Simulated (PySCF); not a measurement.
**Worked example: oscillator strength and radiative lifetime**

FH6NOSi2, SMILES N[Si@@H](O)[SiH2]F.

Geometry: PBE-D3(BJ)/def2-SVP. The structure was generated by enumeration; whether it is a known compound was not checked. The values are those of a single conformer.

TDDFT-B3LYP/def2-SVPD run with PySCF puts the first singlet state with f over 0.02 at 6.31 eV (vertical), with the transition dipole (0.027, -0.068, -0.522) in atomic units.

### Question
Find the oscillator strength, the wavelength and the radiative lifetime that this transition would have in vacuum if emission retraced absorption.

### Answer

|μ|² = 0.2778 au, so |μ| = 1.34 D. ΔE = 6.31/27.211 = 0.2319 hartree. f = (2/3) ΔE |μ|² = 0.043 (the program prints 0.043).
λ = 1239.84/6.31 = 196 nm; ν = 50894 cm⁻¹.
Einstein's coefficient A = 0.6670 ν² f s⁻¹ (ν in cm⁻¹) = 7.4e7 s⁻¹, so τ = 1/A = 13 ns. This state is S3; the lower singlets have f = 0.020, 0.010. The figure is the radiative limit of this one transition; relaxation, internal conversion, crossing to triplets and a medium change what is measured.
